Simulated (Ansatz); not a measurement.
PBE exchange is replaced step by step with exact exchange (0 % is PBE, 25 % PBE0; no dispersion term), basis def2-TZVP, Ansatz. System: the cluster Pd2O2 (the lowest singlet isomer of a short search). Total charge 0; singlet. Geometry: r2SCAN-D4/def2-TZVP.

Geometry of the singlet:

Cartesian coordinates in Å:
```
Pd 0.6897 -0.9384 -0.0850
Pd -0.6897 0.9385 0.0850
O -1.2404 -0.9293 0.1950
O 1.2404 0.9292 -0.1950
```

In the def2 sets Pd takes a core potential; there is no spin–orbit coupling. At PBE-D4/def2-TZVP, PBE0-D4/def2-TZVP the restricted singlet is unstable: a solution with broken spin symmetry lies lower. At PBE-D4/def2-TZVP an occupied level of the charge 0 singlet lies above an empty one (by up to 0.23 eV), so this SCF solution is probably not the lowest. The restricted singlet is unstable towards broken spin symmetry at other levels; at PBE with 5 % exact exchange/def2-TZVP, PBE with 10 % exact exchange/def2-TZVP, PBE with 15 % exact exchange/def2-TZVP, PBE with 35 % exact exchange/def2-TZVP and others this wasn't settled. The geometry of the singlet was relaxed on an unsound state (an occupied level 0.01 eV above an empty one). At PBE0-D4/def2-TZVP a triplet of charge 0 lies 0.34 eV below the restricted singlet, each at its own geometry. Another isomer (singlet) lies 0.05 eV lower at PBE0-D4/def2-TZVP.

| exact exchange (%) | HOMO (eV) | LUMO (eV) | gap (eV) |
| --- | --- | --- | --- |
| 0 | -4.92 | -5.15 | -0.23 |
| 5 | -5.15 | -4.95 | 0.20 |
| 10 | -5.48 | -4.79 | 0.70 |
| 15 | -5.81 | -4.62 | 1.19 |
| 25 | -6.49 | -4.30 | 2.20 |
| 35 | -7.18 | -3.97 | 3.21 |
| 50 | -7.99 | -3.45 | 4.53 |
